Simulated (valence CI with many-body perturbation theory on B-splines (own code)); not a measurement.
**Xe XXIII: calculated level list**

Method: valence CI with perturbative core correlation (CI+MBPT): four valence electrons over a frozen Dirac-Fock core [Ar] 3d10, a basis of 11 s, 11 p, 9 d, 7 f, 5 g, 2 h, 1 i functions for each j, with the one-electron correlation potential Σ1 (screened to all orders), the two-electron term Σ2, the three-electron term Σ3, Breit, model QED; selected single and double excitations, second order for the rest (own B-spline code, finite nucleus).

No measured spectrum was set against this ion. As an estimate, levels hold to about 250 cm⁻¹ or 0.2 % of their energy and the worst to 1 %, as in measured heavy ions of charge 2 to 7; those with d or f electrons hold less well.

Levels 46 to 71 of 71, with energies above the lowest level, 4s2 4p2 3P_0. "Leading %" is the weight of the configuration and term that name the level; weights of strongly mixed levels are sums over their largest components and can fall short. Lifetimes count E1, E2, E3, M1 and M2 decay at the calculated energies, and are blank where another channel may lead or the interval is too uncertain; long ones can be off by a factor of two.

```tsv
No.	Configuration	Term	J	E (eV)	Leading %	Lifetime	g
46	4s 4p2 4d	5P	2	170.90	62	3.84 ps	1.665
47	4s 4p2 4d	5P	1	171.51	69	3.55 ps	2.246
48	4s 4p2 4d	3G	3	172.34	63	30.8 ps	0.844
49	4s 4p2 4d	3F	2	172.53	38	6.76 ps	1.099
50	4s 4p2 4d	3P	1	172.66	29	5.88 ps	0.984
51	4p4	1S	0	174.77	36	18.7 ps	
52	4s 4p2 4d	3G	4	175.17	26	21.3 ps	1.187
53	4s 4p2 4d	3G	4	177.18	42	38.2 ps	1.112
54	4s 4p2 4d	3D	1	178.16	73	5.69 ps	0.711
55	4s 4p2 4d	3D	3	178.19	46	9.37 ps	1.186
56	4s 4p2 4d	3D	3	179.08	43	4.33 ps	1.185
57	4s 4p2 4d	3D	1	180.30	66	9.13 ps	0.719
58	4s 4p2 4d	3P	0	181.56	66	5.04 ps	
59	4s 4p2 4d	3F	2	182.04	43	4.20 ps	0.931
60	4s 4p2 4d	3P	0	182.32	75	4.29 ps	
61	4s 4p2 4d	3F	4	182.76	45	25.6 ps	1.225
62	4s 4p2 4d	3F	2	183.11	40	4.55 ps	0.946
63	4s 4p2 4d	3F	3	183.22	42	6.21 ps	1.100
64	4s 4p2 4d	3D	1	183.62	46	3.52 ps	1.019
65	4s 4p2 4d	3P	1	183.97	43	4.75 ps	1.444
66	4s 4p2 4d	3G	5	183.97	69	76.2 ps	1.253
67	4s 4p2 4d	3D	2	184.35	62	4.53 ps	1.151
68	4s 4p2 4d	3D	2	184.73	61	4.06 ps	1.258
69	4s 4p2 4d	3D	3	186.69	45	3.24 ps	1.295
70	4s 4p2 4d	3P	2	188.29	39	3.34 ps	1.308
71	4s 4p2 4d	3P	1	188.44	33	3.97 ps	1.427
```

Names give the largest LS component (configuration and term), which can be under half, so a name can repeat, a term be missing and a line seem to break the LS rules; names also repeat where a configuration has a term twice.

Where two levels of one J and parity lie close, their mixing, g and order are uncertain.
